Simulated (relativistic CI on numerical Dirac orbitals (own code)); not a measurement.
**Cr4+: L-alpha,beta X-ray emission**

Computed with this model: Dirac-Coulomb-Breit CI, separate exchange-only KLI orbitals for each configuration, model QED (radiative potential, 1s self-energy scaled to tabulated hydrogen-like ionisation energies), multiplet model of X-ray emission after core ionisation, unscaled Slater integrals; configurations [Ar] 3d2 → [He] 2s2 2p5 3s2 3p6 3d2 → [Ar] 3d; 300 K; Lorentzian 0.6 eV and Gaussian 0.5 eV FWHM. Energies are those of the free ion, without screening or charge transfer. S is read from ⟨S²⟩ = S(S + 1).

Field parameters in Wybourne normalisation: Td as Oh with Dq negative (B⁴₀ = 21Dq, B⁴₄ = √(5/14) B⁴₀). The field is a parameter set, without covalency.

free ion: ground-state S = 1.00, centroid 594.44 eV. Peaks (eV, height): 588.4 (14), 589.6 (22), 593.1 (66), 597.7 (100).

Td, 10Dq = -2200 cm⁻¹: ground-state S = 1.00, centroid 594.15 eV. Peaks (eV, height): 589.5 (34), 593.1 (61), 597.3 (100).

Td, 10Dq = -6150 cm⁻¹: ground-state S = 1.00, centroid 593.69 eV. Peaks (eV, height): 587.1 (6), 589.4 (40), 593.1 (53), 597.5 (100).

Td, 10Dq = -10050 cm⁻¹: ground-state S = 1.00, centroid 592.63 eV. Peaks (eV, height): 583.2 (11), 589.4 (69), 592.1 (93), 596.6 (32), 597.7 (100).

Td, 10Dq = -13950 cm⁻¹: ground-state S = 1.00, centroid 591.44 eV. Peaks (eV, height): 583.1 (21), 588.1 (25), 589.7 (63), 590.4 (60), 592.0 (100), 596.1 (17), 597.7 (39).

Td, 10Dq = -17850 cm⁻¹: ground-state S = 1.00, centroid 590.65 eV. Peaks (eV, height): 582.9 (23), 589.7 (100), 591.7 (69), 595.3 (12), 597.9 (27).

Strongest unbroadened transitions for Td, 10Dq = -2200 cm⁻¹:

```csv
Energy (eV),Relative strength
588.44,22.0
589.29,14.0
589.62,53.0
592.80,10.7
593.08,100.0
593.29,9.0
593.35,21.1
593.62,14.4
593.75,5.5
594.08,20.4
596.97,46.4
596.99,7.5
597.02,64.3
597.26,7.1
597.30,68.7
597.51,42.6
597.57,33.6
597.84,68.3
```
